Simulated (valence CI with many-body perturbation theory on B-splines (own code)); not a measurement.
Values are calculated unless marked as measured or tabulated.
# Er⁶³⁺: what the settings do

Method: configuration interaction combined with many-body perturbation theory (CI+MBPT): three valence electrons over a frozen Dirac-Fock core [He], radial functions for each j: 6 s, 6 p, 5 d, 3 f, 1 g, with the one-electron correlation potential Σ1, the two-electron term Σ2, the three-electron term Σ3, Breit, model QED; selected CI, second order for the rest, scaled by the run's own slope (own B-spline code, finite nucleus).

No measured spectrum was set against this ion. As an estimate, large intervals hold to a few tenths of a per cent, small ones and those within an open d or f shell to about a per cent.

The reference run has the lowest level (2s^2 2p1/2) J=1/2 and an ionisation energy of 15505.6 eV. Its largest variational space holds 3410 state functions.

Levels are named by their leading jj configuration (3d3/2^4 stands for four electrons in 3d with j = 3/2), which in mixed levels can hold well under half, so a name can repeat and another be missing. Letters in brackets count levels of one name in rising energy.

Changed runs:
A. screening of Σ1 on → off
B. scale of Σ1 1 → 0; scale of Σ2 1 → 0; three-electron term on → off; factor on the speed of light 1 → 10; QED terms on → off
C. scale of Σ2 1 → 0; highest l with Σ1, explicit Σ2 and valence Breit (higher l get mean screening factors) 3 → 0
D. highest l in the core sums 6 → 2 (bad on purpose)

Excitation energies of the reference run in cm⁻¹, and shifts in cm⁻¹:

```tsv
Level	Reference	A	B	C	D
(2s 2p1/2^2) J=1/2	1895120	+0.5	-955310	-39669	-565
(2s^2 2p3/2) J=3/2	8040390	-0.3	-7973282	-7716	+143
(2s 2p1/2 2p3/2) J=3/2 [a]	9368510	+0.2	-8403844	-41207	-409
(2s 2p1/2 2p3/2) J=5/2	9680110	+0.1		+24788	-409
(2s 2p1/2 2p3/2) J=1/2	10201900	+0.1		-42928	-409
(2s 2p1/2 2p3/2) J=3/2 [b]	10217800	+0.1	-8516267	-6325	-409
(2p1/2^2 2p3/2) J=3/2	12196400	+0.6		-37778	-962
(2s 2p3/2^2) J=5/2	17553300	-0.2		-14268	-253
(2s 2p3/2^2) J=1/2	18344400	-0.2		-80245	-252
(2s 2p3/2^2) J=3/2	18350800	-0.2	-16078735	-33181	-253
(2p1/2 2p3/2^2) J=3/2	19882800	+0.3		-46744	-820
(2p1/2 2p3/2^2) J=5/2	20062700	+0.3	-16670506	+16451	-820
Ionisation energy (eV)	15505.6	-0.0011	-1162.9	+1.3	+0.07
```

A blank means that the level has no clear partner in that run.
